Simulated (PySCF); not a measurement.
C₂H₈O₂Si (SMILES CO[SiH](C)O), singlet, geometry from GFN2-xTB.

PySCF was given this input:
```python
from pyscf import gto, scf, dft
from pyscf.prop import polarizability

mol = gto.M(
    atom='''
Si    0.24120922    0.38200548   -0.35417296
C     2.01583613   -0.22214367   -0.58316446
O     0.05277555    1.36778053    0.93812686
O    -0.61415668   -0.95821090   -0.06120456
C    -1.93445120   -1.04713912    0.38781640
H    -0.25897312    1.09964460   -1.53345909
H     2.08364845   -0.95556127   -1.37781040
H     2.66815177    0.60494891   -0.84541391
H     2.40654743   -0.67933323    0.32087463
H     0.57384359    2.15854095    1.03523091
H    -2.09843365   -0.38863886    1.24232137
H    -2.12057845   -2.08073740    0.68215241
H    -2.62839578   -0.76780076   -0.40876446
''',
    basis='6-31g',
    verbose=4,
)

mf = dft.RKS(mol)
mf.xc = 'camb3lyp'
mf.kernel()
alpha = mf.Polarizability().polarizability()[2, 2]
print('alpha_zz =', alpha)
```

Task: Estimate the dipole moment that CAMB3LYP/6-31G, polarisability (PySCF) returns for this input.

Result: 1.86 D

Task: What is the computed polarisability along z (CAMB3LYP/6-31G, polarisability)?

Result: 41.3 bohr³

Task: Estimate the HOMO energy that CAMB3LYP/6-31G, polarisability returns for this input.

Result: -9.02 eV

Task: Predict the total energy from CAMB3LYP/6-31G, polarisability.

Result: -520.7965 Eh

Task: Give the nuclear repulsion energy at the level CAMB3LYP/6-31G, polarisability.

Result: 255.2119 Eh

Task: Give the number of basis functions at the level CAMB3LYP/6-31G, polarisability.

Result: 65
